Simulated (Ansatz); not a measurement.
Ansatz (a quantum-chemistry and plane-wave program) input file for C₂H₅ClFGa, SMILES C[CH2][Ga]([F])[Cl], PBE-D3(BJ)/def2-SVP. 

Ansatz 0.2 input:
```yaml
crystal:
  periodic: [false, false, false]
  atoms:
    - {symbol: Ga, position_ang: [0.11637148, -0.08514983, -0.00000000]}
    - {symbol: F, position_ang: [1.86932602, 0.07145039, 0.00000000]}
    - {symbol: Cl, position_ang: [-0.52829138, -2.14266326, 0.00000000]}
    - {symbol: C, position_ang: [-1.03559256, 1.50687507, -0.00000000]}
    - {symbol: C, position_ang: [-0.27183140, 2.83381493, 0.00000000]}
    - {symbol: H, position_ang: [-1.69304274, 1.41084326, 0.88049055]}
    - {symbol: H, position_ang: [-1.69304273, 1.41084326, -0.88049055]}
    - {symbol: H, position_ang: [0.37456362, 2.93396375, -0.88548931]}
    - {symbol: H, position_ang: [0.37456363, 2.93396375, 0.88548931]}
    - {symbol: H, position_ang: [-0.96899474, 3.68811257, -0.00000000]}
basis:
  gaussian:
    orbitals: def2-SVP
hamiltonian:
  xc: pbe
  dispersion: d3bj
relax: {f_tol: 0.002, max_steps: 200}
```

It prints:

```
WARN ansatz: RAYON_NUM_THREADS=1 ignored (pool sized by the plan → 1); use --threads N
Functional definition: PBE
integrals: 0.07 GiB planned
1304 factors; their error is unknown
mean field: 0.34 GiB planned
mean field evaluation 1: about -69730.3963 eV, gradient 7.6e1 eV
mean field evaluation 2: about -69686.9536 eV, gradient 1.6e2 eV
mean field evaluation 4: about -69742.6396 eV, gradient 1.5e1 eV
mean field evaluation 8: about -69743.0404 eV, gradient 1.1e-1 eV
mean field evaluation 16: about -69742.9745 eV, gradient 1.7e-3 eV
mean field -69742.97450581 eV, -2563.0070396027 hartree, gradient 1.1e-5 eV, S^2 0.000000; 0 other end points of the search recorded, 0 dependent functions left out
the calculation of the forces begins
reference -69742.97454614 eV, -2563.0070410845 hartree; 37, 37 occupied and 80, 80 virtual orbitals, 1304 factors
relax step   1: F+E_penalty+E_count = -69743.16590533 eV  Δ(F+E_penalty+E_count) = +0.000e0 eV  max|allowed force component| = 3.063e-1 eV/Å  Δτ_max = 0.0000 Å  (31 SCF iters, accepted)
these checks for a lower state are left out or cut short: starts, cluster_reference, orbital_swaps, neighbouring_geometries, increment
integrals: 0.07 GiB planned
1304 factors; their error is unknown
mean field: 0.34 GiB planned
mean field -69742.98085868 eV, -2563.0072730663 hartree, gradient 1.9e-5 eV, S^2 0.000000; 0 other end points of the search recorded, 0 dependent functions left out
the calculation of the forces begins
reference -69742.98089901 eV, -2563.0072745483 hartree; 37, 37 occupied and 80, 80 virtual orbitals, 1304 factors
relax step   2: F+E_penalty+E_count = -69743.17193225 eV  Δ(F+E_penalty+E_count) = -6.027e-3 eV  max|allowed force component| = 1.458e-1 eV/Å  Δτ_max = 0.0074 Å  (34 SCF iters, accepted)
these checks for a lower state are left out or cut short: starts, cluster_reference, orbital_swaps, neighbouring_geometries, increment
integrals: 0.07 GiB planned
1304 factors; their error is unknown
mean field: 0.34 GiB planned
mean field evaluation 32: about -69742.9818 eV, gradient 2.0e-1 eV
mean field -69742.98189008 eV, -2563.0073109693 hartree, gradient 2.0e-5 eV, S^2 0.000000; 0 other end points of the search recorded, 0 dependent functions left out
the calculation of the forces begins
reference -69742.98193041 eV, -2563.0073124515 hartree; 37, 37 occupied and 80, 80 virtual orbitals, 1304 factors
relax step   3: F+E_penalty+E_count = -69743.17275947 eV  Δ(F+E_penalty+E_count) = -8.272e-4 eV  max|allowed force component| = 1.800e-2 eV/Å  Δτ_max = 0.0066 Å  (34 SCF iters, accepted)
these checks for a lower state are left out or cut short: starts, cluster_reference, orbital_swaps, neighbouring_geometries, increment
integrals: 0.07 GiB planned
1304 factors; their error is unknown
mean field: 0.34 GiB planned
mean field -69742.98189196 eV, -2563.0073110384 hartree, gradient 7.4e-5 eV, S^2 0.000000; 0 other end points of the search recorded, 0 dependent functions left out
the calculation of the forces begins
reference -69742.98193229 eV, -2563.0073125207 hartree; 37, 37 occupied and 80, 80 virtual orbitals, 1304 factors
relax step   4: F+E_penalty+E_count = -69743.17276912 eV  Δ(F+E_penalty+E_count) = -9.650e-6 eV  max|allowed force component| = 6.965e-3 eV/Å  Δτ_max = 0.0009 Å  (20 SCF iters, accepted)
these checks for a lower state are left out or cut short: starts, cluster_reference, orbital_swaps, neighbouring_geometries, increment
integrals: 0.07 GiB planned
1304 factors; their error is unknown
mean field: 0.34 GiB planned
mean field -69742.98189584 eV, -2563.0073111810 hartree, gradient 5.5e-5 eV, S^2 0.000000; 0 other end points of the search recorded, 0 dependent functions left out
the calculation of the forces begins
reference -69742.98193617 eV, -2563.0073126633 hartree; 37, 37 occupied and 80, 80 virtual orbitals, 1304 factors
relax step   5: F+E_penalty+E_count = -69743.17277104 eV  Δ(F+E_penalty+E_count) = -1.917e-6 eV  max|allowed force component| = 5.193e-4 eV/Å  Δτ_max = 0.0006 Å  (20 SCF iters, accepted)
integrals: 0.07 GiB planned
1304 factors; their error is unknown
mean field: 0.34 GiB planned
mean field evaluation 64: about -69742.9819 eV, gradient 8.4e-4 eV
mean field -69742.98189584 eV, -2563.0073111810 hartree, gradient 5.5e-5 eV, S^2 0.000000; 1 other end points of the search recorded, 0 dependent functions left out
the calculation of the forces begins
reference -69742.98193617 eV, -2563.0073126633 hartree; 37, 37 occupied and 80, 80 virtual orbitals, 1304 factors
Total energy: -69743.17281137 eV, -2563.0143271975 hartree
Atom 0 at     0.115867    -0.086290    -0.000000 Å, force     0.000263     0.000108    -0.000000 eV/Å
Atom 1 at     1.881167     0.065154    -0.000000 Å, force    -0.000267    -0.000285    -0.000000 eV/Å
Atom 2 at    -0.533545    -2.147541    -0.000000 Å, force    -0.000059     0.000308     0.000000 eV/Å
Atom 3 at    -1.035919     1.509156    -0.000000 Å, force     0.000137    -0.000519     0.000000 eV/Å
Atom 4 at    -0.272315     2.835836    -0.000000 Å, force    -0.000178     0.000420     0.000000 eV/Å
Atom 5 at    -1.697317     1.404894     0.886402 Å, force    -0.000133    -0.000206    -0.000091 eV/Å
Atom 6 at    -1.697317     1.404894    -0.886402 Å, force    -0.000133    -0.000206     0.000091 eV/Å
Atom 7 at     0.378624     2.939821    -0.890807 Å, force     0.000169     0.000174     0.000097 eV/Å
Atom 8 at     0.378624     2.939821     0.890807 Å, force     0.000169     0.000174    -0.000097 eV/Å
Atom 9 at    -0.973839     3.696309    -0.000000 Å, force     0.000033     0.000033     0.000000 eV/Å
Dipole moment:    -0.429071     0.513427    -0.000000 e Å
```

Self-consistency was reached.

Cost: about 17 core-seconds (a rough figure).
